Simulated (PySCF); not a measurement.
A structure optimised at PBE-D3(BJ)/def2-TZVP, used in a PySCF frequency run:

```
C
H 1 1.0855
H 1 1.0855 2 124.22
Cl 1 1.6955 2 117.89 3 180.00
```
Charge 0, spin multiplicity 2.

### Question
Write its SMILES, formula and point group.

### Answer
[CH2]Cl, CH₂Cl, C2v

### Question
What are its rotational constants (standard atomic weights)?

### Answer
272.32, 15.854, 14.982 GHz
